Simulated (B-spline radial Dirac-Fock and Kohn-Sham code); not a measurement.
**Cd²²⁺: scattering cross sections and density moments**

System: cadmium as Cd²²⁺, [Ar] 3d8.

Model: Dirac-Fock orbitals of the configuration average with a finite nucleus. Program: a B-spline atomic structure program.

| Property | Result |
| --- | --- |
| Sum of ⟨r⟩ | 6.277 bohr |
| Sum of ⟨r²⟩ | 2.159 bohr² |
| Sum of ⟨1/r⟩ | 255.37 per bohr |
| Langevin diamagnetic susceptibility | -1.71 × 10⁻⁶ cm³/mol |
| Lamb shielding (α²/3)Σ⟨1/r⟩ | 4533 ppm |

Coherent scattering is the Thomson cross section weighted by f₀², without anomalous dispersion; incoherent scattering is Klein-Nishina weighted by S. The Lamb formula is the non-relativistic shielding expression. Electron correlation is left out. A dash stands where the photon energy is too low for the impulse approximation behind that column.

```csv
hν (keV),coherent (b),incoherent (b),incoherent per electron (b)
2,442.6,–,–
8.0478,355.1,1.592,0.0612
10,317.5,2.261,0.0869
17.4793,195.2,4.743,0.182
20,166.8,5.445,0.209
100,15.09,10.61,0.408
500,0.7686,7.351,0.283
1000,0.1969,5.445,0.209
```

Incoherent scattering overtakes coherent scattering between 100 and 500 keV.

Values without a named source are computed, but for edge energies of neutral atoms, which are taken from tables.
